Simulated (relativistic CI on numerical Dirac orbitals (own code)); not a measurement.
**d7 in a ligand field**

Computed with a parametric ligand-field model of a d^n configuration (Racah B and C, spin-orbit zeta, crystal field), exact diagonalisation.

Field parameters in Wybourne normalisation: D4h B²₀ = −7Ds, B⁴₀ = 21(Dq − Dt), B⁴₄ = 21√(5/14) Dq; Oh B⁴₀ = 21Dq, B⁴₄ = √(5/14) B⁴₀; Td as Oh with Dq negative (B⁴₀ = 21Dq, B⁴₄ = √(5/14) B⁴₀). The field is a parameter set, without covalency.

(1) Ground term and bands for B = 530, C = 2560, ζ = 0 cm⁻¹, Oh, 10Dq = 3250 cm⁻¹?

(2) Ground term and bands for B = 880, C = 3120, ζ = 0 cm⁻¹, D4h, 10Dq = 24000, Ds = -570, Dt = 440 cm⁻¹?

(3) Ground term and bands for B = 950, C = 3980, ζ = 0 cm⁻¹, D4h, 10Dq = 37750, Ds = 880, Dt = 50 cm⁻¹?

(4) A d7 ion in Td symmetry has the ground term 4A2 and bands at 4T2 6350 cm⁻¹ (1575 nm), 2E 8636 cm⁻¹ (1158 nm), 2T1 9067 cm⁻¹ (1103 nm), 4T1 9965 cm⁻¹ (1003 nm), 2T2 12286 cm⁻¹ (814 nm), 4T1 15835 cm⁻¹ (632 nm). Which parameters reproduce them?

(5) Ground term and bands for B = 370, C = 1350, ζ = 0 cm⁻¹, Oh, 10Dq = 3250 cm⁻¹?

Results:

(1) Ground term 4T1 with 2.11 electrons in the two orbitals of the cubic e set. Spin-allowed: 4T2 2768 cm⁻¹, 4A2 6018 cm⁻¹ (1662 nm), 4T1 10236 cm⁻¹ (977 nm). Lowest spin-forbidden: 2E 8233 cm⁻¹ (1215 nm), 2T1 10520 cm⁻¹ (951 nm), 2T2 10606 cm⁻¹ (943 nm).

(2) Ground term 2B1 with 1.04 electrons in the two orbitals of the cubic e set. Spin-allowed: 2A1 24 cm⁻¹, 2E 18081 cm⁻¹ (553 nm), 2E 18712 cm⁻¹ (534 nm), 2A2 21940 cm⁻¹ (456 nm). Lowest spin-forbidden: 4E 4504 cm⁻¹ (2220 nm), 4A2 8157 cm⁻¹ (1226 nm), 4B2 22883 cm⁻¹ (437 nm).

(3) Ground term 2A1 with 1.02 electrons in the two orbitals of the cubic e set. Spin-allowed: 2B1 3671 cm⁻¹ (2724 nm), 2A2 34739 cm⁻¹ (288 nm), 2E 35832 cm⁻¹ (279 nm), 2E 37520 cm⁻¹ (267 nm). Lowest spin-forbidden: 4A2 18477 cm⁻¹ (541 nm), 4E 20760 cm⁻¹ (482 nm), 4B2 55016 cm⁻¹ (182 nm).

(4) B = 450, C = 1840, ζ = 0 cm⁻¹, Td, 10Dq = -6350 cm⁻¹.

(5) Ground term 4T1 with 2.09 electrons in the two orbitals of the cubic e set. Spin-allowed: 4T2 2819 cm⁻¹, 4A2 6069 cm⁻¹ (1648 nm), 4T1 7938 cm⁻¹ (1260 nm). Lowest spin-forbidden: 2E 3404 cm⁻¹ (2938 nm), 2T1 6016 cm⁻¹ (1662 nm), 2T2 6106 cm⁻¹ (1638 nm).
